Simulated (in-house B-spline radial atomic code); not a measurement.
Sn IV (Sn3+) is squeezed into an impenetrable sphere of radius R (the orbitals vanish at R). No spin polarisation. Method: scalar-relativistic (X2C) PBE, spherical fractional occupations, Fermi nucleus of rms radius 4.6519 fm. Calculated with a radial B-spline atomic code at the basis-set limit.

Energies in eV above the free ion in [Kr] 4d10 5s1:

```tsv
R (bohr)	highest level (eV)	[Kr] 4d10 5s1	[Kr] 4d9 5s1 5f1	[Kr] 4d10 5f1
7.44	-35.9	0.0001804	56.03	34.47
6.73	-35.9	0.001305	57.63	36.3
5.23	-35.8	0.05902	64.34	43.7
3.96	-34.6	1.112	79.23	58.69
3.49	-32.5	3.191	91.13	69.59
3.16	-29.4	6.775	104.7	81.32
2.47	-10.2	36.33	171	135.3
2.1	20.6	99.17	271.5	215.6
1.72	100	312.4	552.9	444.6
1.37	297	1026	1385	1149
```

Does [Kr] 4d9 5s1 5f1 fall below [Kr] 4d10 5s1 under compression?

No, it stays above over the whole range.

Does [Kr] 4d10 5f1 fall below [Kr] 4d10 5s1 under compression?

No, it stays above over the whole range.

The highest level is first positive in the row R = 2.1 bohr, pushed up by confinement above the zero of the free ion's potential. Each configuration is held fixed and needn't be the lowest in the sphere.
